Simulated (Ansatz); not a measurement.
Molecule: LaO, charge 0, multiplicity 2. The spin state was set by rule; other spins were not relaxed. 
Structure (B3LYP-D3(BJ)/def2-TZVP (Ansatz, an electronic-structure program) minimum search):
```
La
O 1 1.9220
```
Charge 0, spin multiplicity 2.

Quantity: vertical ionisation energy (to the singlet state of charge +1; each state is the SCF solution reached for its spin; for the singlet T1 is 0.028), in eV. Correlated levels leave the core frozen unless marked. UHF or UKS for open shells. Spin-orbit coupling is left out. The frozen core is the preceding noble-gas configuration, with the filled d and f shells of earlier blocks. Past Kr the def2 sets carry scalar-relativistic core potentials. Basis-set limits of correlation are two-point, X^-3; Hartree-Fock from the larger set.

```json
[
 {"level": "SVWN5/def2-TZVPD", "program": "Ansatz", "vertical ionisation energy (eV)": "[?]"},
 {"level": "r2SCAN/def2-TZVPD", "program": "Ansatz", "vertical ionisation energy (eV)": "[?]"},
 {"level": "B3LYP/def2-TZVPD", "program": "Ansatz", "vertical ionisation energy (eV)": "[?]"},
 {"level": "PBE0/def2-TZVPD", "program": "Ansatz", "vertical ionisation energy (eV)": "5.47"},
 {"level": "wB97M-V/def2-TZVPD", "program": "Ansatz", "vertical ionisation energy (eV)": "5.32"},
 {"level": "wB97X-V/def2-TZVPD", "program": "Ansatz", "vertical ionisation energy (eV)": "5.28"},
 {"level": "CCSD/def2-SVPD", "program": "Ansatz", "vertical ionisation energy (eV)": "5.10"},
 {"level": "CCSD(T)/CBS(def2-TZVPPD,def2-QZVPPD)", "program": "Ansatz", "vertical ionisation energy (eV)": "[?]"}
]
```

Some entries are withheld; supply them.


- SVWN5/def2-TZVPD, vertical ionisation energy (eV): 5.73
- r2SCAN/def2-TZVPD, vertical ionisation energy (eV): 5.40
- B3LYP/def2-TZVPD, vertical ionisation energy (eV): 5.61
- CCSD(T)/CBS(def2-TZVPPD,def2-QZVPPD), vertical ionisation energy (eV): 5.13
